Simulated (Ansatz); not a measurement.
[NbS4]3- (NbS4³⁻), 5 atoms. Hardware: 4 threads of Intel Xeon on a shared host.

In the def2 sets Nb takes a core potential; there is no spin–orbit coupling. Correlated methods freeze 20 core orbitals; core or outer-core shells of Nb are correlated, in sets that lack core-valence functions. A multiply charged anion in the gas phase is held together partly by the finite basis. Removing one electron lowers the energy by 4.36 eV at PBE0-D4/def2-TZVPD, so it isn't bound.

**Question.** How many basis functions does each of these Ansatz runs have, and roughly what does it cost? BHLYP-D4/def2-TZVPD, charge -3 singlet, energy, from earlier orbitals; HSE06-D4/def2-TZVPD, charge -3 singlet, energy, from earlier orbitals; PBE-D4/def2-TZVPD, charge -3 singlet, energy, from earlier orbitals; CCSD(T)/def2-SVPD, charge -3 singlet, energy, from earlier orbitals; PBE0-D4/def2-TZVPD, charge -2 doublet, energy, from earlier orbitals; RPA@PBE/def2-TZVPD, charge -3 singlet, energy, from earlier orbitals; PBE-D4/def2-SVPD, charge -3 singlet, energy, from earlier orbitals; r2SCAN-D4/def2-TZVPD, charge -3 singlet, energy, from earlier orbitals; PBE-QIDH/def2-TZVPD, charge -3 singlet, energy, from earlier orbitals; PBE0-D4/def2-TZVPD, charge -3 triplet at the geometry of the charge -3 singlet, energy; r2SCAN-D4/def2-TZVPD, charge -2 doublet at the geometry of the charge -3 singlet, energy, from earlier orbitals; r2SCAN0-D4/def2-TZVPD, charge -3 singlet, energy, from earlier orbitals.

**Answer.** Other jobs shared the machine, so times can vary by a factor of up to 3. A dash marks memory too small to be measured apart from the calling script's.

```json
{"run": "PBE-D4/def2-SVPD, charge -3 singlet, energy, from earlier orbitals", "functions": "142", "fitting or Cholesky vectors": "1357", "wall time": "4.2 s", "peak host memory (GiB)": "–"}
{"run": "PBE-D4/def2-TZVPD, charge -3 singlet, energy, from earlier orbitals", "functions": "224", "fitting or Cholesky vectors": "1490", "wall time": "6 s", "peak host memory (GiB)": "–"}
{"run": "HSE06-D4/def2-TZVPD, charge -3 singlet, energy, from earlier orbitals", "functions": "224", "fitting or Cholesky vectors": "1631", "wall time": "12 s", "peak host memory (GiB)": "0.84"}
{"run": "r2SCAN-D4/def2-TZVPD, charge -3 singlet, energy, from earlier orbitals", "functions": "224", "fitting or Cholesky vectors": "1490", "wall time": "13 s", "peak host memory (GiB)": "–"}
{"run": "BHLYP-D4/def2-TZVPD, charge -3 singlet, energy, from earlier orbitals", "functions": "224", "fitting or Cholesky vectors": "1820", "wall time": "13 s", "peak host memory (GiB)": "0.86"}
{"run": "r2SCAN0-D4/def2-TZVPD, charge -3 singlet, energy, from earlier orbitals", "functions": "224", "fitting or Cholesky vectors": "1631", "wall time": "16 s", "peak host memory (GiB)": "0.85"}
{"run": "RPA@PBE/def2-TZVPD, charge -3 singlet, energy, from earlier orbitals", "functions": "224", "fitting or Cholesky vectors": "1457", "wall time": "17 s", "peak host memory (GiB)": "0.57"}
{"run": "PBE-QIDH/def2-TZVPD, charge -3 singlet, energy, from earlier orbitals", "functions": "224", "fitting or Cholesky vectors": "1457", "wall time": "23 s", "peak host memory (GiB)": "0.63"}
{"run": "CCSD(T)/def2-SVPD, charge -3 singlet, energy, from earlier orbitals", "functions": "142", "fitting or Cholesky vectors": "1307", "wall time": "49 s", "peak host memory (GiB)": "1"}
{"run": "r2SCAN-D4/def2-TZVPD, charge -2 doublet at the geometry of the charge -3 singlet, energy, from earlier orbitals", "functions": "224", "fitting or Cholesky vectors": "1490", "wall time": "84 s", "peak host memory (GiB)": "0.87"}
{"run": "PBE0-D4/def2-TZVPD, charge -2 doublet, energy, from earlier orbitals", "functions": "224", "fitting or Cholesky vectors": "1631", "wall time": "87 s", "peak host memory (GiB)": "1"}
{"run": "PBE0-D4/def2-TZVPD, charge -3 triplet at the geometry of the charge -3 singlet, energy", "functions": "224", "fitting or Cholesky vectors": "1631", "wall time": "2.6 min", "peak host memory (GiB)": "1.1"}
```
